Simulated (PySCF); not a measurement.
CH4Si, SMILES C=[SiH2].

Geometry optimised at r2SCAN-D4/def2-TZVP.

Two levels are set side by side: PBE/def2-TZVPD (PySCF) and B3LYP/def2-TZVPD (PySCF). Same geometry, gas phase. Differences are taken from unrounded values.

| quantity | B3LYP | PBE | PBE minus B3LYP |
|---|---|---|---|
| orbital gap (eV) | 4.93 | 3.56 | -1.38 |
| highest occupied level (eV) | -6.41 | -5.68 | 0.73 |
| lowest empty level (eV) | -1.47 | -2.13 | -0.65 |
| dipole moment (D) | 0.79 | 0.64 | -0.14 |
| mean polarisability (bohr³) | 47.9 | 48.4 | 0.4 |

Without exact exchange PBE keeps part of each electron's self-repulsion, which lifts occupied levels and narrows the gap. Differences between two approximate levels are no errors against the true value.

Rough cost on one machine, each run with all the roots and properties that it gave: B3LYP against PBE within a factor of 2.
